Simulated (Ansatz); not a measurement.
The cluster Te4Se⁻. The state is a doublet with charge -1. Geometry PBE-D4/def2-SVPD; atoms count from 1.

Cartesian coordinates in Å:
```
Se 1.5302 -0.2584 -0.6217
Te -0.3884 -0.5099 1.1563
Te -2.1129 1.7251 -1.0798
Te 0.2531 1.3303 -2.3064
Te 0.7181 -2.2870 2.8515
```

In the def2 sets Te takes a core potential; there is no spin–orbit coupling. Another isomer (doublet) lies 0.20 eV lower at PBE0-D4/def2-TZVPD; other spin states weren't run for this one.

**Question.** Estimate the Mulliken populations from the PBE0/def2-TZVPD orbitals of Ansatz.

**Answer.** 
| atom | charge (e) | spin (α − β) |
| --- | --- | --- |
| Se1 | -0.24 | 0.10 |
| Te2 | 0.32 | 0.28 |
| Te3 | -0.47 | 0.21 |
| Te4 | -0.01 | 0.11 |
| Te5 | -0.59 | 0.30 |
Mulliken values and Mayer orders depend strongly on the basis. With diffuse functions, as here, like atoms can get unlike values, and bond orders can come out too low or too high.

**Question.** Where does the spin sit?

**Answer.** Summed by element: Se 0.10, Te 0.90, of 1 unpaired in all. Largest on single atoms: Te5 0.30, Te2 0.28, Te3 0.21.

**Question.** And the Mayer bond orders between bonded heavy atoms (over 0.3)?

**Answer.** Se1–Te2 0.95 (2.63 Å); Se1–Te4 0.86 (2.64 Å); Te2–Te5 1.23 (2.69 Å); Te3–Te4 1.19 (2.69 Å).
